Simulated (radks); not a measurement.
P+, configuration [Ne] 3s2 3p(up 2, down 0).

Calculated with a radial shooting solver on a logarithmic mesh with Libxc functionals: scalar-relativistic Kohn-Sham, PBE, spin-polarised, spherical densities, finite nucleus; Fermi nuclear charge, rms radius 3.1889 fm.

Energy parts (hartree):
total: -341.58339
kinetic: 342.68207
electron-nucleus: -809.65651
Hartree: 148.15443
exchange-correlation: -22.76339

Orbitals (lengths in bohr, moments of r in powers of bohr; r(max) is where P^2 peaks):
[
 {"orbital": "1s up", "occ.": "1", "eigenvalue (hartree)": "-76.98594", "r(max)": "0.06764", "<r>": "0.1036", "<r^4>": "0.0005402"},
 {"orbital": "1s down", "occ.": "1", "eigenvalue (hartree)": "-76.97714", "r(max)": "0.06764", "<r>": "0.1036", "<r^4>": "0.0005400"},
 {"orbital": "2s up", "occ.": "1", "eigenvalue (hartree)": "-6.78131", "r(max)": "0.4187", "<r>": "0.5196", "<r^4>": "0.1903"},
 {"orbital": "2s down", "occ.": "1", "eigenvalue (hartree)": "-6.77208", "r(max)": "0.4189", "<r>": "0.5195", "<r^4>": "0.1895"},
 {"orbital": "2p up", "occ.": "3", "eigenvalue (hartree)": "-4.96466", "r(max)": "0.3539", "<r>": "0.4850", "<r^4>": "0.1919"},
 {"orbital": "2p down", "occ.": "3", "eigenvalue (hartree)": "-4.95214", "r(max)": "0.3542", "<r>": "0.4849", "<r^4>": "0.1904"},
 {"orbital": "3s up", "occ.": "1", "eigenvalue (hartree)": "-0.88681", "r(max)": "1.553", "<r>": "1.817", "<r^4>": "23.48"},
 {"orbital": "3s down", "occ.": "1", "eigenvalue (hartree)": "-0.80437", "r(max)": "1.538", "<r>": "1.822", "<r^4>": "24.55"},
 {"orbital": "3p up", "occ.": "2", "eigenvalue (hartree)": "-0.55189", "r(max)": "1.753", "<r>": "2.116", "<r^4>": "47.64"},
 {"orbital": "3p down", "occ.": "0", "eigenvalue (hartree)": "-0.47231", "r(max)": "1.751", "<r>": "2.165", "<r^4>": "54.79"}
]

The highest occupied level is 3p up at -15.018 eV. The spin density at the nucleus is -0.2567 e/bohr^3 (1s -0.1642, 2s 0.0845, 3s -0.1770).
